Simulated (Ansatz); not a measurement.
C3H10BN (`CB(C)CN`), relaxed with RKS PBE-D4/def2-SVP in the Gaussian-basis code of Ansatz from a rough embedded geometry. The force threshold is 0.03 eV/Å; the program also tests the step.

Total charge 0; spin multiplicity 1.

Start:

```xyz
15

C    -0.171    0.401    1.611
B    -0.231   -0.256    0.213
C    -1.456   -1.176   -0.102
C     0.914   -0.094   -0.933
N     0.929    1.370   -1.329
H    -0.977    1.100    1.796
H    -0.116   -0.370    2.417
H     0.828    0.998    1.689
H    -2.014   -0.841   -0.956
H    -2.158   -1.273    0.774
H    -1.103   -2.234   -0.322
H     0.697   -0.712   -1.761
H     1.930   -0.286   -0.440
H     1.581    1.437   -2.103
H     1.347    1.936   -0.552
```

**Question.** By how much does the energy fall, and how many steps does the optimiser take? (Estimate.)

**Answer.** Computed: 0.57 eV, in 26 steps, 1 of them rejected.

**Question.** Which bonds change most? (An estimate is asked.)

**Answer.** Ansatz gave: C4–H12 from 1.055 to 1.119 Å; C4–N5 from 1.516 to 1.460 Å; C1–H8 from 1.166 to 1.111 Å; B2–C4 from 1.628 to 1.582 Å.

**Question.** Give the relaxed structure. (Best estimate.)

**Answer.** Ansatz gave: 
```xyz
15

C    -0.408    0.781    1.368
B    -0.343   -0.198    0.136
C    -1.334   -1.420    0.008
C     0.733    0.036   -0.999
N     1.561    1.232   -0.883
H    -1.334    0.726    1.974
H     0.437    0.510    2.046
H    -0.205    1.829    1.060
H    -2.353   -1.006   -0.181
H    -1.430   -1.976    0.966
H    -1.108   -2.139   -0.805
H     0.136    0.088   -1.945
H     1.288   -0.940   -1.115
H     2.269    1.266   -1.627
H     2.091    1.210   -0.003
```
